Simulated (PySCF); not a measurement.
# Electronic absorption of [CH7FPSi]+

Compound: CH7FPSi (charge +1).
Geometry (GFN2-xTB, Å), atoms numbered from 1 in this order:
```
atom  x, y, z in Å
F1    -0.5658   -1.2798    0.8952
C2    -1.4253   -0.2021    0.6994
Si3   -0.4244    1.0599   -0.3707
P4     1.4379   -0.3569   -0.4207
H5    -1.7015    0.1604    1.6927
H6    -2.3199   -0.6014    0.2149
H7     0.0393    2.2514    0.3356
H8    -0.8412    1.1660   -1.7666
H9     1.2602   -1.5977   -0.9799
H10    2.0012   -0.6830    0.7876
H11    2.5448    0.0860   -1.1137
```

Computed with TDDFT CAM-B3LYP/def2-SVPD, vertical, gas phase, core orbitals frozen in the response (PySCF 2.14.0, density-fitted response routines).

| state | λ (nm) | E (eV) | f | \|μ\| (D) | main configurations (H = HOMO, L = LUMO) |
| --- | --- | --- | --- | --- | --- |
| S1 | 177.6 | 6.98 | 0.0037 | 0.37 | H→L (93%) |
| S2 | 158.2 | 7.84 | 0.0002 | 0.08 | H-1→L (88%) |
| S3 | 154.6 | 8.02 | 0.0014 | 0.21 | H→L+1 (95%) |
| S4 | 152.4 | 8.13 | 0.053 | 1.31 | H→L+2 (90%) |
| S5 | 144.4 | 8.59 | 0.0019 | 0.24 | H-3→L (68%), H-1→L+2 (18%) |
| S6 | 141.2 | 8.78 | 0.164 | 2.22 | H-2→L (57%), H-1→L+1 (16%), H→L+3 (14%) |
| S7 | 140.4 | 8.83 | 0.0050 | 0.39 | H-1→L+2 (48%), H-2→L+1 (40%) |
| S8 | 138.9 | 8.92 | 0.067 | 1.40 | H→L+3 (78%), H-2→L (11%) |

Triplets, Tamm–Dancoff:

| state | E (eV) | λ (nm) | main configurations (H = HOMO, L = LUMO) |
| --- | --- | --- | --- |
| T1 | 6.49 | 190.9 | H→L (89%) |
| T2 | 7.46 | 166.2 | H-1→L (72%), H-3→L (18%) |
| T3 | 7.50 | 165.2 | H→L+2 (78%), H-2→L (11%) |

The lowest singlet lies at 6.98 eV (178 nm, vacuum ultraviolet) and is very weak; its leading configuration is HOMO→LUMO (93%). The most intense listed level is S6 at 8.78 eV (141 nm, f = 0.164), 1.80 eV above S1. Löwdin shares by element: HOMO fluorine 30%, carbon 30%, silicon 21%, hydrogen 4% or more; LUMO silicon 40%, phosphorus 18%, hydrogen 16% or more (atoms not listed hold the other 27%). Orbital energies (eV): HOMO-3 -17.19, HOMO-2 -16.73, HOMO-1 -16.12, HOMO -15.39, LUMO -4.79, LUMO+1 -4.08, LUMO+2 -3.81. The oscillator strengths of these states sum to 0.296; summed over the whole spectrum of an exact calculation they would give the number of electrons, 50 (Thomas–Reiche–Kuhn). Weighted by f, the mean energy of these states is 8.67 eV. Singlets were solved by full linear response, triplets in the Tamm–Dancoff approximation.

On one thread, Arm Neoverse N1 (aarch64), no GPU, shared host with 64 logical CPUs at a one-minute load of 24, this took 22 s and 0.63 GiB of memory at its peak.

One conformer stands for the species.
